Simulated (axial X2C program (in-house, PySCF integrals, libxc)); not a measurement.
MoO: from the spin-free to the two-component result

All values were computed with an in-house all-electron X2C program for linear molecules (integrals from PySCF). Spin-free means the one-electron spin-free X2C Hamiltonian; two-component (2c) means X2C with spin–orbit coupling and atomic mean-field two-electron Coulomb and Gaunt terms, so the difference of the two also holds small scalar two-electron terms. Basis: Mo dyall-cv3z [11s12p9d5f3g], O dyall-av3z [7s6p3d2f] (cores contracted in-house); Gaussian nuclei, density fitting, unrestricted open shells. Masses: Mo 97.905 u, O 15.995 u.

Spin-free state: M_S = 2, Λ = 1 (beyond evenly filled blocks: σα, π+α, δ+α, δ-α); fragments Mo + O.

```tsv
level	Re (Å)	ωe (cm⁻¹)	De (eV)	μ (D)
PBE0	1.682	970.7	5.025	-3.22
```

Dipoles are positive if O is the positive end.

Two-component determinant lowest at the distance of the search:

Ω = 1 (⟨Sz⟩ = 2.00, ⟨Lz⟩ = -1.00 at PBE0); fragments Mo + O.

```json
{"level": "PBE0", "Re (Å)": "1.681", "ωe (cm⁻¹)": "972.4", "De (eV)": "5.068", "μ (D)": "-3.21"}
```

(1) From the two tables, how do the constants change at the PBE0 level (2c against spin-free)?

One determinant describes the state; a PBE0 search over occupations chose it and may have missed a lower one. Dissociation energies refer to the lowest single-determinant-based atoms at the same level and basis. Density functionals use the spin component along the axis (collinear). A 2c atom that is not at its ground J level misses part of its spin–orbit lowering, and De is too large by that part (0.04 eV or less for light atoms). This holds for PBE0. PBE0 can misorder states that lie within some tenths of an eV, so this need not be the ground state of the molecule. The nearest other spin-free determinant of the search, M_S = 1, Λ = 0, lies 0.69 eV up at the distance of the search. Without a current term, density functionals place determinants with orbital angular momentum somewhat too high. With several unpaired electrons one determinant need not be a pure state. Open-shell Ω = 0 determinants with evenly filled partner blocks cannot be reached by this program, so the Ω shown need not be the lowest component. The determinant is spin-polarised beyond a pure state at some levels (its spin-free form has ⟨S²⟩ too high), which makes Re and μ there less reliable.

## Answers

(1) At the PBE0 level Re falls by 0.001 Å and ωe rises by 1.7 cm⁻¹; De is not compared, since the atomic limits differ or miss part of their spin–orbit lowering.
